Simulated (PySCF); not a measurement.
A geometry optimisation on `[SiH3][Si@@H](Cl)Br`.

Computed with PBE0-D3(BJ)/def2-SVP geometry optimisation, gas phase (PySCF 2.14.0). Start geometry: GFN2-xTB. The command runs a driver script over a list of jobs; the input below is this job's line of settings and its coordinates in Å.

Command:
```bash
OMP_NUM_THREADS=1 python probes_run.py task.json out
```

Input:
```
{"job": {"xc": "PBE0", "basis": "def2-SVP", "d3": "d3bj", "grid": 1, "shake": 0.01, "kind": "geom"}, "charge": 0, "multiplicity": 1}
Si    -0.002310     1.052940    -0.645450
Si    -0.041370    -0.997080     0.392610
Cl     1.759140    -1.908350     0.344520
Br    -0.570150    -0.734220     2.537600
H      0.930390     1.985920    -0.034110
H      0.327940     0.914760    -2.061250
H     -1.352200     1.657560    -0.564400
H     -0.996300    -1.990670    -0.021990
```

Output:
```
step   0  E = -3614.50244595  max force = 0.020822
step   1  E = -3614.50763141  max force = 0.007256
step   2  E = -3614.50790289  max force = 0.002780
step   3  E = -3614.50795015  max force = 0.000396
step   4  E = -3614.50795618  max force = 0.000464
step   5  E = -3614.50795767  max force = 0.001331
step   6  E = -3614.50795668  max force = 0.001235
step   7  E = -3614.50796194  max force = 0.000349
optimisation converged
```

Energies in Eh; «max force» is the largest Cartesian gradient component in Eh/bohr.

Task: How much energy does the optimisation release, in kJ/mol?

Result: E(step 0) − E(last step) = 0.005516 Eh, which is 14.5 kJ/mol.

Summary of the converged run: final energy -3614.50796 Eh after 7 steps; dipole 1.57 D.

Task: Where do the atoms end?

Result: 0.083 Å rms from the input after alignment:
```
atom  x, y, z in Å
Si1   -0.6267    0.6239   -0.5254
Si2   -0.6135   -1.3852    0.6678
Cl3    1.2991   -2.1695    0.5832
Br4   -1.1434   -0.9081    2.7777
H5     0.3828    1.5168    0.1156
H6    -0.2578    0.3741   -1.9511
H7    -1.9833    1.2431   -0.4512
H8    -1.5585   -2.4359    0.2018
```

Task: Estimate the wall time. Hardware: one thread of an Arm Neoverse V1, shared host with 32 logical CPUs at a one-minute load of 32. And the peak memory of the process?

Result: About 41 s, with 0.45 GiB resident at the peak, the Python interpreter and its libraries included.
Labels such as C1 count atoms from 1, the log's own numbers from 0.
